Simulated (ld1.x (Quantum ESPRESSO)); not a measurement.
Configuration tests for Te (TM)

ld1.x (Quantum ESPRESSO) 7.5 input, shortened:

```
&input
   title='Te', zed=52., rel=1, dft='PBE', iswitch=3,
   config='[Kr] 4d10 5s2 5p3'
 /
 &inputp
   pseudotype=2, tm=.true., lloc=1,
   nlcc=.false.
 /
2
5S  1  0   2.00   0.00  1.50  1.50  0.0
5P  2  1   3.00   0.00  1.85  1.85  0.0
 &test
   configts(1)='5s2 5p3'
 /
```

Energies are relative to the spin-unpolarised reference configuration 5s2 5p3; without spin polarisation the order of configurations can differ from experiment.

| valence configuration | charge | ΔE all-electron (eV) | error AE − PS (meV) |
| --- | --- | --- | --- |
| 5s2 5p4 | 0 | -9.729 | +3.7 |
| 5s2 5p2 | +2 | 17.925 | -1.9 |
| 5s2 5p1 | +3 | 44.822 | +13 |
| 5s0 5p6 | 0 | 8.973 | +55 |
| 5s1 5p4 | +1 | 9.842 | +9.7 |
| 5s2 5p3.5 | +0.5 | -5.831 | +1.8 |

Question: What are ΔE and the potential's error for 5s2 5p4.3?

Answer: ΔE = -11.197 eV all-electron; the error (AE − PS) is +4.9 meV.
